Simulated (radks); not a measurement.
In30+, configuration [Ar] 3d1.

All-electron calculation, Dirac Kohn-Sham, PBE, spin-unpolarised, spherical densities, finite nucleus; open shells fill j = l - 1/2 first; Fermi nuclear charge, rms radius 4.6156 fm. Program: a radial shooting solver on a logarithmic mesh with Libxc functionals.

Energy parts (hartree):
| part | energy |
|---|---|
| total | -5248.90136 |
| kinetic | 5547.39621 |
| electron-nucleus | -11647.11673 |
| Hartree | 961.61122 |
| exchange-correlation | -110.79205 |

Orbitals (lengths in bohr, moments of r in powers of bohr; r(max) is where P^2 peaks):
orbital,occ.,eigenvalue (hartree),r(max),<r^4>
1s1/2,2,-1073.070,0.01922,3.719e-06
2s1/2,2,-205.4037,0.1084,0.0006202
2p1/2,2,-195.5364,0.08359,0.0003992
2p3/2,4,-187.6817,0.08796,0.0004635
3s1/2,2,-73.55090,0.2993,0.01989
3p1/2,2,-69.86989,0.2836,0.01795
3p3/2,4,-68.08304,0.2919,0.01981
3d3/2,1,-62.37302,0.2318,0.01333
3d5/2,0,-61.96563,0.2341,0.01374

The highest occupied level is 3d3/2 at -1697.3 eV. The electron density at the nucleus is 1.751e+05 e/bohr^3. For comparison, the ionisation energy in NIST's Atomic Spectra Database is 1738 eV (theoretical). In exact Kohn-Sham theory the highest level is minus the ionisation energy, but local and semilocal functionals leave it too shallow, through self-interaction and a potential that decays too fast; potentials with the right tail come closer. Summed over all electrons, <r^2> = 1.124 bohr^2, which gives a Langevin (diamagnetic) susceptibility term of -0.89 x 10^-6 cm^3/mol. The density falls to 0.001 e/bohr^3 at r = 0.92 bohr.

Beside tabulated values, note that spin-unpolarised runs miss the spin-polarisation part of the exchange energy of open shells.
